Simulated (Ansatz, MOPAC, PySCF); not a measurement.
Noncovalent pair: H2 (SMILES [H][H]) (first 2 atoms) with CH3NO (SMILES NC=O); geometry from B3LYP-D3(BJ)/def2-TZVP, rigid monomers moved along the line of their centres of mass till H1···O5 is 2.98 Å.
(charge 0, multiplicity 1):
```xyz
8

H     -0.315    -0.215     0.474
H      0.006    -0.006    -0.168
N      0.994     0.716     3.695
C     -0.081     0.003     4.112
O     -0.872    -0.549     3.381
H      1.174     0.812     2.709
H      1.615     1.153     4.353
H     -0.167    -0.026     5.213
```

Counterpoise-corrected where a basis set is named; no monomer relaxation. Rows marked so take none.

Correlated levels freeze the cores. CBS(a, b) extrapolates the correlation energy as X⁻³ and adds the Hartree–Fock energy of set b. Rows in 3-21G, 6-311+G**, 6-31G*, STO-3G carry no dispersion term and start afresh at each structure (6-31G* with six Cartesian d functions). The state that AM1, PM3 reach isn't checked.

Run with Ansatz (Gaussian orbitals); MOPAC for AM1, PM3 (differences of heats of formation); PySCF for 3-21G rows, 6-311+G** rows, 6-31G* rows, STO-3G rows, the dispersion terms. Values without a source in brackets are computed.

Other levels give for the interaction energy: PBE/def2-TZVPPD -32.4; B3LYP/def2-TZVPPD -16.6; B3LYP-D3(BJ)/def2-TZVPPD -34.4; wB97M-V/def2-TZVPPD -33.9; MP2/CBS(aug-cc-pVDZ, aug-cc-pVTZ) + ΔCCSD(T)/aug-cc-pVDZ -36.1 meV.

Common cheap choices:

```csv
level,interaction energy (meV),"less -36.1 (MP2/CBS(aug-cc-pVDZ, aug-cc-pVTZ) + ΔCCSD(T)/aug-cc-pVDZ)"
AM1,-6.8,29.3
PM3,-6.7,29.4
HF/STO-3G (no counterpoise),-10.4,25.7
HF/6-31G* (no counterpoise),-30.4,5.7
B3LYP/3-21G (no counterpoise),-70.7,-34.5
B3LYP/6-31G* (no counterpoise),-45.4,-9.3
B3LYP/6-311+G** (no counterpoise),-16.3,19.9
M06-2X/6-31G* (no counterpoise),-53.1,-17.0
```

Ansatz is a quantum-chemistry and plane-wave program.
